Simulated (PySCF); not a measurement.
**Electron correlation in Cr (chromium, neutral)**

[Ar] 3d4 4s1 5s1, high-spin 7D determinant (an excited configuration). All numbers are calculated (PySCF 2.14, scalar relativity by spin-free X2C-1e, in x2c-TZVPPall with one added diffuse shell each of s, p, d, f type (7s6p5d3f1g, 80 functions)). Frozen: [Ne]; 14 electrons correlated.

MP2 pair energies summed by pair of shells (mhartree):

```csv
pair,energy,share (%)
3p-3d,-136.58,38.3
3p-3p,-91.63,25.7
3d-3d,-40.44,11.4
3s-3p,-32.28,9.1
3s-3d,-21.41,6.0
3p-4s,-12.38,3.5
3d-4s,-11.35,3.2
3s-3s,-5.04,1.4
4s-5s,-2.04,0.6
3d-5s,-1.18,0.3
3p-5s,-1.04,0.3
3s-4s,-0.86,0.2
3s-5s,-0.07,0.0
```

Total MP2 correlation energy: -356.31 mhartree.

Same-spin part -130.15 and opposite-spin part -226.16 mhartree; SCS-MP2 scales them by 1/3 and 6/5 to -314.77 mhartree.

This basis was not built for core-valence correlation, so the inner-shell part is incomplete.
